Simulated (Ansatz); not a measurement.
Total energies of Sr₆S₅⁺ from Ansatz at PBE0-D4/def2-TZVP, gas phase (1 Eh = 27.2114 eV = 2625.5 kJ/mol). The reference geometry is relaxed at r2SCAN-D4/def2-SVP.

```xyz
11

Sr    0.252    0.562   -1.795
Sr   -1.987   -2.217   -1.365
Sr   -3.565    1.079   -2.660
Sr   -0.426    0.044    1.851
Sr    2.911   -1.042    1.076
Sr    2.594    2.339    2.959
S    -1.638   -0.614   -3.647
S     0.545   -1.926   -0.167
S    -2.421    0.429   -0.195
S     1.888   -0.246    3.570
S     1.848    1.592    0.372
```

```json
{"state": "charge 1 doublet", "geometry": "reference", "energy (Eh)": "-2175.14081"}
{"state": "charge 0 singlet", "geometry": "reference", "energy (Eh)": "-2175.26969"}
{"state": "charge 1 quartet", "geometry": "relaxed at r2SCAN-D4/def2-SVP", "energy (Eh)": "-2175.06232"}
```

In the def2 sets Sr takes a core potential; there is no spin–orbit coupling.

Question: Work out the vertical electron affinity, to the singlet.

Answer: E(charge 1 doublet) − E(charge 0 singlet) = -2175.14081 − (-2175.26969) = 0.12888 Eh = 3.51 eV.

Question: Which of the charge 1 states is lowest, and how far above it are the others?

Answer: The doublet. quartet: -2175.06232 − (-2175.14081) = 0.07849 Eh = 206.1 kJ/mol. The quartet differs in its bonds from the reference.

The structure comes from a short search, and lower isomers may exist.
